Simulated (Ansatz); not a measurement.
Coupled-cluster run, C2H7NOSi, SMILES `C1CO[SiH2]N1`.

```yaml
crystal:
  periodic: [false, false, false]
  atoms:
    - {symbol: C, position_ang: [-0.671598, 0.809413, 0.399543]}
    - {symbol: C, position_ang: [-0.115119, -0.327718, 1.252597]}
    - {symbol: O, position_ang: [1.022939, -0.866526, 0.590880]}
    - {symbol: Si, position_ang: [0.892237, -0.657229, -1.044970]}
    - {symbol: N, position_ang: [-0.497641, 0.354776, -0.973290]}
    - {symbol: H, position_ang: [-1.727144, 0.976479, 0.637146]}
    - {symbol: H, position_ang: [-0.125391, 1.740313, 0.610269]}
    - {symbol: H, position_ang: [-0.871154, -1.112904, 1.371893]}
    - {symbol: H, position_ang: [0.187320, 0.019463, 2.242785]}
    - {symbol: H, position_ang: [2.145302, -0.051533, -1.575911]}
    - {symbol: H, position_ang: [0.649734, -1.923087, -1.785445]}
    - {symbol: H, position_ang: [-0.812484, 0.983354, -1.691500]}
basis:
  gaussian: {orbitals: def2-TZVPP}
correlation: {method: ccsd_t}
output: {orbitals: {seedname: orbitals}}
```

```sh
$ ansatz run in.yaml --threads 4 --pin off --events-out ev --progress --plain
```

The program prints (abridged):

```
Functional definition: HF
1557 factors; integrals over basis functions are off by at most 1.3e-3 eV
mean field evaluation 1: about -13552.2619 eV, gradient 4.4e1 eV
mean field evaluation 2: about -13552.5856 eV, gradient 4.4e1 eV
mean field evaluation 4: about -13556.8496 eV, gradient 4.5e0 eV
mean field evaluation 8: about -13556.9170 eV, gradient 2.9e-1 eV
mean field -13556.91724318 eV, -498.2075194784 hartree, gradient 2.4e-6 eV, S^2 0.000000; 0 other end points of the search recorded, 0 dependent functions left out
9 core orbitals not correlated: weight in the atoms' cores, before any rotation towards them, 1.000 or more for the frozen orbitals, at most 0.000 for the correlated occupied ones
reference -13556.91724318 eV, -498.2075194784 hartree; 15, 15 occupied and 240, 240 virtual orbitals, 1557 factors
second order -24.49098368 eV of doubles, -0.00000000 eV of singles
cycle   1  -24.84306958 eV  change   -3.5e-1 eV  update   1.0e-1
cycle   2  -25.44091159 eV  change   -6.0e-1 eV  update   2.9e-2
cycle   3  -25.56380068 eV  change   -1.2e-1 eV  update   1.4e-2
cycle   4  -25.55298979 eV  change    1.1e-2 eV  update   3.0e-3
cycle   5  -25.55256914 eV  change    4.2e-4 eV  update   1.4e-3
cycle   6  -25.55326530 eV  change   -7.0e-4 eV  update   4.2e-4
cycle   7  -25.55305218 eV  change    2.1e-4 eV  update   1.7e-4
cycle   8  -25.55298211 eV  change    7.0e-5 eV  update   6.3e-5
cycle   9  -25.55300184 eV  change   -2.0e-5 eV  update   2.6e-5
perturbative correction -1.00027484 eV, -0.0367594223 hartree
Total energy: -13583.47051986 eV, -499.1833343978 hartree
```

Run time 3.4 min (4 threads of a server CPU on a shared host); peak host memory 6.6 GiB.

Correlation energy per correlated electron: -0.885 eV. T1 diagnostic: 0.0108.
